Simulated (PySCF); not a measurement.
# Peak assignment

Structure with atom numbers: `[CH3:1][P:2]1(=[O:3])[CH2:4][CH2:5][O:6][CH2:7][CH2:8]1`. Each H is labelled by its parent atom.

- GFN2-xTB structure
- shieldings: GIAO PBE0/pcSseg-1
- program: PySCF
- fast rotation and ring inversion assumed for equivalent nuclei, single conformer, isolated molecule, relativity neglected

Chemical shifts δ = σref − σ; TMS for 13C (186.93 ppm) and 1H (31.72 ppm), all at this level.

Problem. Assign these signals to the numbered atoms. 13C{1H} NMR (computed): δ 67.5, 35.1, 21.1.

Solution. 
67.5 → C5/C7, sp3 CH2 bonded to O: the inductive effect lowers its shielding
35.1 → C4/C8, sp3 CH2 bonded to P
21.1 → C1, methyl carbon bonded to P

Problem. Assign these signals to the numbered atoms. 1H NMR (500 MHz, computed): δ 4.32 (m, 2H), 4.22 (m, 2H), 1.44 (m, 2H), 1.42 (m, 2H), 1.29 (m, 3H).

Solution. 
| δ (ppm) | atoms | environment | reason |
| --- | --- | --- | --- |
| 4.32 | Ha(C5)/Ha(C7) | hydrogen on an sp3 CH2 bonded to O | its carbon carries O, an electronegative neighbour |
| 4.22 | Hb(C5)/Hb(C7) | hydrogen on an sp3 CH2 bonded to O | – |
| 1.44 | Hb(C4)/Ha(C8) | hydrogen on an sp3 CH2 bonded to P | – |
| 1.42 | Ha(C4)/Hb(C8) | hydrogen on an sp3 CH2 bonded to P | – |
| 1.29 | H(C1) | hydrogen on a methyl carbon bonded to P | – |

Ha(C5)/Ha(C7) and Hb(C5)/Hb(C7); Hb(C4)/Ha(C8) and Ha(C4)/Hb(C8) lie closer than the usual error of such a calculation, so a measured spectrum could show them in the other order.

Splittings by 31P in the carbon and heteronuclear signals aren't shown, as no couplings were computed. Shifts are as computed. Against solution values, carbons near 30 ppm lie about +3 ppm off and those near 130 ppm about +5 ppm. Of 1211 compounds with measured shifts, 218 miss one by over three times the rms of a fit or turn the order of signals round; such compounds aren't used in these exercises. Multiplicities follow the n + 1 count of equivalent neighbours, as no J values were calculated; m marks all less simple cases, F and P coupling included.
